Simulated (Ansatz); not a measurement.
The same path of BClF2 + FH (6 atoms, charge 0, multiplicity 1) was run twice with different band settings. Lost on the way: B1–Cl2, F5–H6. Made: B1–F5, Cl2–H6.

All numbers below come from Ansatz, RKS PBE0-D4/def2-SVP.

Relaxed end points:

```xyz
6
Properties=species:S:1:pos:R:3
B -0.001 0.199 0.119
Cl -0.010 0.614 1.844
F 1.135 0.207 -0.534
F -1.138 0.137 -0.529
F 0.068 -1.991 0.564
H 0.067 -1.894 1.487
```

```xyz
6
Properties=species:S:1:pos:R:3
B 0.014 -0.360 -0.464
Cl 0.008 0.021 2.468
F 1.132 0.293 -0.663
F -1.141 0.227 -0.661
F 0.051 -1.644 -0.170
H 0.056 -1.266 2.442
```

Common settings: movable images 7; climbing image yes; spring 5.0 eV/Å²; start path through a guess of the saddle point; force threshold 0.03 eV/Å; end points relaxed.

| run | optimiser | iteration limit | largest step |
| --- | --- | --- | --- |
| 1 | quadratic models (default) | 56 | default |
| 2 | lbfgs | 60 | 0.02 Å |

(1) What does each run give, and how far can it be trusted?

Results:

(1) Run 1: converged after 14 iterations, highest image 0.421 eV above the first end. A vibrational analysis at the climbing image gives one clearly imaginary mode, 858i cm⁻¹: a first-order saddle point.
Run 2: converged after 36 iterations, highest image 0.421 eV above the first end. Another band between the same ends (7 images) ends at a top of the same energy, where a vibrational analysis finds 1 clearly imaginary mode.
The orbitals stay closed-shell, which can raise the energy where a bond breaks towards radicals; this wasn't checked here.
